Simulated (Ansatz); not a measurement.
Isolated molecules relaxed with PBE0-D4/def2-TZVP in Ansatz; ΔE leaves out vibrations. CCSD(T)/CBS adds triple-zeta CCSD(T) − MP2 to the extrapolated MP2 energy (def2 sets, frozen cores). Functionals use def2-TZVPP. Each species was taken in one conformer, which may not be the lowest.

`F[SiH]([SiH3])O[SiH3]` → `O[SiH2][SiH2][SiH2]F`  (isomerisation)

`F[SiH]([SiH3])O[SiH3]`:

Cartesian coordinates in Å:
```
F -1.653 1.626 -0.757
Si -0.332 0.761 -1.020
Si -0.949 -1.502 -1.087
O 0.725 1.048 0.177
Si 1.186 0.759 1.725
H 0.266 1.269 -2.278
H 0.264 -2.339 -1.291
H -1.894 -1.739 -2.211
H -1.599 -1.898 0.191
H 2.662 0.875 1.798
H 0.770 -0.611 2.124
H 0.555 1.752 2.629
```

`O[SiH2][SiH2][SiH2]F`:

Cartesian coordinates in Å:
```
O 0.747 -1.187 -1.596
Si -0.816 -1.108 -1.054
Si -0.654 -0.105 1.054
Si 1.014 1.528 0.873
F 1.063 2.440 2.197
H 0.907 -1.585 -2.452
H -1.441 -2.461 -1.005
H -1.657 -0.271 -1.958
H -0.292 -1.104 2.097
H -1.959 0.516 1.415
H 2.352 0.909 0.705
H 0.737 2.428 -0.277
```

| species | ωB97X-V energy (Eh) |
| --- | --- |
| `F[SiH]([SiH3])O[SiH3]` | -1047.81262 |
| `O[SiH2][SiH2][SiH2]F` | -1047.76565 |

Task: Work out ΔE.

Result: ΔE = (-1047.76565) − (-1047.81262) = 0.04697 Eh = +29.5 kcal/mol. CCSD(T)/CBS gives +30.0 kcal/mol.

Largest T1 diagnostic among the species: 0.013.

In def2-TZVPP, CCSD(T) changes the Hartree–Fock value by −6.0 kcal/mol (the triples alone add −0.8 kcal/mol) and MP2 by −4.8 kcal/mol. From PBE to PBE0 (25 % exact exchange), in def2-TZVPP and without D4, ΔE moves by +2.0 kcal/mol.
